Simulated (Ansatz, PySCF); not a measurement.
The pair A = H2S (SMILES S) (first 3 atoms), B = C2H3N (SMILES CC#N); geometry from B3LYP-D3(BJ)/def2-TZVP.
(charge 0, multiplicity 1):
```xyz
9

S      0.507    -0.182    -0.862
H      0.389     0.066     0.456
H      0.825     1.092    -1.140
C     -0.193     0.622     5.289
C      0.006     0.536     3.852
N      0.164     0.468     2.716
H      0.715     0.981     5.773
H     -1.009     1.310     5.513
H     -0.441    -0.361     5.691
```

Correlated levels freeze the cores. CBS(a, b) extrapolates the correlation energy as X⁻³ and adds the Hartree–Fock energy of set b. MP2 and its Hartree–Fock in aug-cc-pV(T+d)Z are density fitted.

Codes used: Ansatz (Gaussian orbitals); PySCF for the dispersion terms. Each number belongs to the level named beside it.

The monomers are drawn apart, rigid, along the line of their centres of mass. Counterpoise-corrected interaction energies (kcal/mol):

```json
[
 {"level": "PBE/def2-TZVPPD", "R = 5.848 Å": "-1.4796", "R = 6.771 Å": "-0.7086"},
 {"level": "PBE-D3(BJ)/def2-TZVPPD", "R = 5.848 Å": "-1.7062", "R = 6.771 Å": "-0.7907"},
 {"level": "wB97M-V/def2-TZVPPD", "R = 5.848 Å": "-1.5164", "R = 6.771 Å": "-0.7497"},
 {"level": "MP2/CBS(aug-cc-pV(D+d)Z, aug-cc-pV(T+d)Z) + ΔCCSD(T)/aug-cc-pV(D+d)Z", "R = 5.848 Å": "-1.5634", "R = 6.771 Å": "-0.7456"}
]
```

### Question
R is the distance of the centres of mass. Find the local exponent m of E ∝ R⁻ᵐ between the two points.

### Answer

m = ln(E₁/E₂)/ln(R₂/R₁): PBE/def2-TZVPPD 5.0; PBE-D3(BJ)/def2-TZVPPD 5.3; wB97M-V/def2-TZVPPD 4.8; MP2/CBS(aug-cc-pV(D+d)Z, aug-cc-pV(T+d)Z) + ΔCCSD(T)/aug-cc-pV(D+d)Z 5.1. For scale, two fixed dipoles give m = 3, dipole and quadrupole 4, quadrupoles 5, and dispersion or dipole-induced dipole 6 at long range; at these distances several terms mix, and what is left of overlap and damping shifts m, so it need not match one of them.

Ansatz is a program for electronic structure.
